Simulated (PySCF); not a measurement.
Saddle point of SiNH$_{5}$ClF, singlet (SiNH₄Cl ([NH2][SiH2][Cl]) + HF → SiH₂ClF ([F][SiH2][Cl]) + NH₃; bonds formed: Si1–F7, N2–H6; bonds broken: Si1–N2, H6–F7), PBE0-D4/def2-TZVP structure:

```xyz
9
angstrom
Si -0.7456 -0.3359 -0.1269
N 1.0637 0.0131 -0.0712
H -0.7661 -1.4063 -1.1703
H -1.2881 -0.9839 1.0786
Cl -1.7907 1.1230 -1.1132
H 0.7345 0.7999 0.7720
F -0.2872 1.1629 1.3271
H 1.4406 0.3897 -0.9327
H 1.6389 -0.7623 0.2365
```

Energies are electronic, without zero-point energy. Barriers and step energies count from the start structure reached by relaxing down the imaginary mode; all methods use the PBE0-D4 structures, on which another method's saddle can fall below an end. PySCF 2.14 with density fitting (its default auxiliary sets; JK sets also for MP2 and CCSD(T)); basis: def2-TZVPP, with def2-QZVPP for the basis limit; cores frozen in the correlated methods. B3LYP uses VWN-RPA correlation. Extrapolation: Hartree–Fock as exp(−7.88 √X), correlation as X^−2.97.

```csv
method,barrier (kcal/mol),step energy (kcal/mol)
SPW92,8.42,-17.46
PBE-D4,14.19,-16.59
r2SCAN-D4,?,-18.96
PBE0-D4,17.05,-17.07
B3LYP-D4,18.70,-17.07
BHLYP-D4,?,-18.24
wB97M-V,17.09,-19.00
HF,?,-18.75
MP2,19.20,-17.25
CCSD,21.54,-17.90
CCSD(T),19.89,-17.71
```

Problem. Fill in the withheld barriers. (Judge from chemistry; the value comes from the calculation.)

Solution. By the calculation: HF 29.53; BHLYP-D4 21.42; r2SCAN-D4 15.38 kcal/mol. Each is the energy of the saddle less that of the start structure, by the same method.

For comparison, the barrier by CCSD(T) at an estimated basis limit (MP2 extrapolated from triple and quadruple zeta, plus CCSD(T) − MP2 in triple zeta) is 19.80 kcal/mol.

No T1 diagnostic of these runs exceeds 0.011.

Steps of this kind, hydrogen fluoride cutting a network bond, underlie vapour etching and the fluorination step of atomic layer etching.

Labels in which every atom is bracketed show which atoms are joined, not bond orders.

For scale, one of the runs: CCSD(T)/def2-TZVPP, 216 basis functions, launched by `OMP_NUM_THREADS=4 python run.py`. Hardware: 4 CPU threads of an Arm Neoverse V2, shared host. Wall time 10 min; peak host memory 3.4 GiB.
